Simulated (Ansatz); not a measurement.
Computed with Ansatz on PBE0-D4/def2-TZVP structures; ΔE is electronic, products minus reactants. CBS: MP2 limit from def2 TZ/QZ plus the TZ coupled-cluster correction, frozen cores. This one scheme is used for every species. DFT in def2-TZVPP. One conformer a species, not always the lowest.

Reaction (formal exchange of groups at the Si–Si bond): `N[Si](O)([SiH3])[SiH3]` + CH₄ → `C[Si](N)(O)[SiH3]` + SiH₄

`N[Si](O)([SiH3])[SiH3]`:

Z-matrix (Å, degrees):
```
Si
O 1 1.663
Si 1 2.350 2 109.9
N 1 1.709 2 110.8 3 -118.2
Si 1 2.350 2 110.0 3 123.6
H 2 0.959 1 117.3 3 -62.0
H 3 1.491 1 110.4 2 46.3
H 3 1.488 1 111.2 2 166.3
H 3 1.491 1 110.8 2 -73.0
H 4 1.007 1 120.9 2 -74.2
H 4 1.007 1 120.9 2 74.1
H 5 1.491 1 110.4 2 -46.1
H 5 1.491 1 110.8 2 73.3
H 5 1.488 1 111.2 2 -166.0
```

CH₄:

```xyz
5

C     0.000    0.000    0.000
H    -0.136   -1.048   -0.265
H    -0.695    0.613   -0.574
H     1.022    0.302   -0.226
H    -0.191    0.133    1.064
```

`C[Si](N)(O)[SiH3]`:

Cartesian coordinates in Å:
```
C 0.405 1.556 -0.806
Si -0.324 0.157 0.191
N 0.261 0.364 1.796
O -1.977 0.171 0.197
Si 0.183 -1.941 -0.732
H 1.492 1.467 -0.879
H 0.000 1.553 -1.821
H 0.170 2.523 -0.351
H 1.090 0.908 1.968
H 0.137 -0.347 2.498
H -2.386 0.855 0.732
H -0.467 -2.166 -2.053
H 1.657 -2.065 -0.925
H -0.242 -3.035 0.187
```

SiH₄:

Cartesian coordinates in Å:
```
Si 0.000 0.000 0.000
H 1.437 -0.185 -0.322
H -0.817 -0.278 -1.208
H -0.232 1.398 0.444
H -0.388 -0.935 1.086
```

| species | ωB97X-V energy (Eh) |
| --- | --- |
| `N[Si](O)([SiH3])[SiH3]` | -1003.84647 |
| CH₄ | -40.51649 |
| `C[Si](N)(O)[SiH3]` | -752.52519 |
| SiH₄ | -291.84038 |

**Question.** Work out ΔE.

**Answer.** ΔE = (-752.52519) + (-291.84038) − (-1003.84647) − (-40.51649) = -0.00261 Eh = -0.07 eV. CCSD(T)/CBS gives -0.08 eV.

Largest T1 diagnostic among the species: 0.013.

In def2-TZVPP, CCSD(T) changes the Hartree–Fock value by +0.10 eV (the triples alone add +0.02 eV) and MP2 by +0.06 eV. From PBE to PBE0 (25 % exact exchange), in def2-TZVPP and without D4, ΔE moves by −0.06 eV.
